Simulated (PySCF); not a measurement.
C2H5BO3. Atoms are numbered in the order given.

```xyz
11

O      2.1381    -0.1047     0.3515
B      0.8013    -0.0309     0.1169
C     -0.0804     1.2543    -0.1847
O     -1.4099     0.7186    -0.0141
C     -1.3373    -0.6553    -0.2761
O     -0.0350    -1.1268     0.0930
H      2.4287    -1.0258     0.4873
H      0.0734     1.6493    -1.2215
H      0.0509     2.1058     0.5128
H     -2.1137    -1.1788     0.3220
H     -1.4858    -0.8876    -1.3636
```

Geometry optimised at PBE-D3(BJ)/def2-SVP. This is a generated structure with no PubChem entry under its InChIKey; it may be hypothetical. One conformer was computed; it need not be the lowest.

The numbers are results of PySCF with HF/def2-TZVP, not measurements.

Isolated molecule, no solvent.

Problem. Estimate the frontier levels, gap, dipole moment and polarisability. (The exact figures need the calculation; the answer reports its results.)

Solution. 
```json
{
 "highest_occupied_level": "-11.62 eV",
 "lowest_empty_level": "3.20 eV",
 "orbital_gap": "14.82 eV",
 "dipole_moment": "1.23 D",
 "quadrupole, principal values (traceless, Buckingham form, about the centre of nuclear charge)": "-2.78, 0.49, 2.29 D·Å",
 "mean_static_polarisability": "41.9 bohr³ (6.21 Å³)",
 "polarisability_principal_values": "35.5, 42.1, 48.1 bohr³"
}
```
